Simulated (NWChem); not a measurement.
Species: CH3O3Re; SMILES [CH3][Re](=[O])(=[O])=[O]

Computed with NWChem. Coordinates come from a PBE0/def2-SVP optimisation. No frequency run checked for a minimum. def2 effective core potentials on Re; no spin-orbit coupling. Level PBE0/def2-SVPD: energy and gradient; each run changes one setting, and changes count from the defaults (medium grid, exact Coulomb integrals, symmetry on).

| setting | size of the energy change (μHa) | largest change of a gradient component (μHa/bohr) | time, defaults = 1 (rough) |
|---|---|---|---|
| defaults | < 10 | < 30 | about 1 |
| Becke weights | < 10 | 50 | about 1 |
| tight SCF thresholds and tolerances | < 10 | < 30 | about 1 |
| symmetry off | < 10 | other frame | 3 |
| extra-fine grid | < 10 | < 30 | about 1 |
